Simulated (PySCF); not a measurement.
Spin states and ions at one geometry of [Lu(H2O)]3+

PySCF 2.14.0, RKS PBE, Lu def2-SVP with ECP28, O def2-SVP, H def2-SVP; non-relativistic Hamiltonian with scalar-relativistic core potentials where named; density fitting; no spin-orbit coupling; singlets restricted, open shells unrestricted. The geometry is relaxed for charge +3, singlet, vacuum:

```xyz
4

Lu    0.0000    0.0000   -0.0212
O     0.0000    0.0000    2.0528
H     0.7940    0.0000    2.6941
H    -0.7940    0.0000    2.6941
```

Energies count from the relaxed state; an electron taken off or put on is at rest in vacuum. Charges and spins are Mulliken's.

Task: Order these states by energy, lowest first.
A. charge +3, triplet, vacuum
B. charge +3, singlet, vacuum
C. charge +2, doublet, vacuum
D. charge +4, doublet, vacuum

Result: C (-18.99 eV), B (0.00 eV), A (7.14 eV), D (32.42 eV).

Task: How do charge and spin on the first atom follow?

Result: 
```csv
state,spin squared,charge on Lu1 (e),spin on Lu1 (e),dipole about the centre of mass (D)
"charge +3, singlet, vacuum",0.00,2.51,0.00,4.14
"charge +3, triplet, vacuum",2.00,1.93,1.07,10.18
"charge +4, doublet, vacuum",0.75,2.83,0.01,11.13
"charge +2, doublet, vacuum",0.75,1.61,1.00,4.04
```

With an electron taken off (doublet) the charges change, summed by element, by Lu +0.32 e, O +0.49 e, H +0.19 e. The vertical ionisation energy is 32.42 eV, against −ε(HOMO) = 27.30 eV of the relaxed state. The level lies 5.1 eV too high, as is usual for semilocal functionals and global hybrids, which keep a self-interaction error.

With an electron put on (doublet) the charges change, summed by element, by Lu -0.90 e, O +0.00 e, H -0.10 e. The vertical electron affinity is 18.99 eV, against −ε(LUMO) = 22.14 eV of the relaxed state.

Open shells may have lower solutions than those found.
